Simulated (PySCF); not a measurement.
Radiative rates from a computed spectrum

Compound: C3H8O3S.
Z-matrix (Å and degrees, PBE0-D3(BJ)/def2-SVP geometry), rows numbered from 1:
```
C 
C   1  1.5174
C   2  1.5213  1  113.92
S   2  1.8005  1  110.01  3  -120.77
O   4  1.4557  2  109.47  1  -172.64
O   4  1.4472  2  108.78  1    52.28
O   4  1.6314  2  101.23  1   -60.79
H   1  1.1001  2  109.43  3   -60.63
H   1  1.0995  2  110.29  3    58.78
H   1  1.0987  2  111.50  3   179.38
H   2  1.1022  1  111.23  3   125.60
H   3  1.1002  2  110.44  1   -58.11
H   3  1.0987  2  111.32  1  -178.85
H   3  1.0998  2  109.41  1    61.08
H   7  0.9697  4  106.07  2  -114.75
```

Method: TDDFT CAM-B3LYP/def2-SVPD, vertical, gas phase, core orbitals frozen in the response in PySCF.

Relations used (vacuum, state to state): A = 0.6670 f ν̃² s⁻¹ (ν̃ in cm⁻¹); τ = 1/A; f = (2/3) ΔE |μ|² in atomic units; ∫σ dE = 109.76 f Mb·eV.

The rates are for emission to S0 at the absorption energy, with no other channel.

Energies and rates of the computed singlets with f of 0.002 or more:

| state | E (eV) | A (s⁻¹) |
| --- | --- | --- |
| S1 | 8.00 | 4.65×10⁷ |
| S2 | 8.20 | 1.30×10⁸ |
| S3 | 8.54 | 2.60×10⁷ |
| S4 | 8.63 | 2.31×10⁷ |
| S5 | 8.72 | 2.40×10⁷ |
| S6 | 8.89 | 1.41×10⁸ |
| S7 | 9.13 | 3.33×10⁷ |
| S8 | 9.19 | 8.21×10⁷ |
| S9 | 9.34 | 4.90×10⁸ |
| S10 | 9.46 | 1.49×10⁸ |

Problem. Go back from the rates to the oscillator strengths and transition dipoles.

Solution. f = A / (0.6670 ν̃²), and |μ| follows from f:

```tsv
state	f	|μ| (D)	τ	main configurations (H = HOMO, L = LUMO)
S1	0.017	0.74	22 ns	H→L (59%), H-1→L (24%)
S2	0.045	1.20	7.7 ns	H-1→L (61%), H→L (26%)
S3	0.0082	0.50	38 ns	H-2→L (30%), H→L+4 (18%), H→L+1 (11%)
S4	0.0072	0.47	43 ns	H-2→L (38%), H→L+1 (18%), H→L+4 (10%)
S5	0.0073	0.47	42 ns	H-1→L+4 (26%), H-1→L+1 (23%), H-1→L+3 (10%)
S6	0.041	1.10	7.1 ns	H-3→L (70%)
S7	0.0092	0.52	30 ns	H→L+2 (21%), H-2→L+4 (16%), H-2→L+1 (11%)
S8	0.022	0.80	12 ns	H→L+1 (19%), H→L+2 (12%), H-2→L+1 (9%)
S9	0.129	1.91	2 ns	H-1→L+2 (30%), H→L+2 (23%), H→L+3 (9%)
S10	0.038	1.03	6.7 ns	H→L+1 (19%), H-1→L+2 (14%), H-1→L+1 (14%)
```

Problem. How much energy does a mole of photons resonant with S9 carry?

Solution. 9.339 eV × 96.485 = 901 kJ/mol (215 kcal/mol).

Problem. By what factor does the largest A in the list exceed the smallest?

Solution. S9 has 21 times the rate of S4.

Problem. Suppose S1 emitted 0.3 eV lower with the same transition dipole. How would A change?

Solution. At fixed |μ|, A goes as the cube of the energy: (7.70/8.00)³ = 0.89, which makes τ about 24 ns.

All these states lie below the vertical ionisation energy of 11.33 eV (ΔSCF).

One conformer stands for the species.
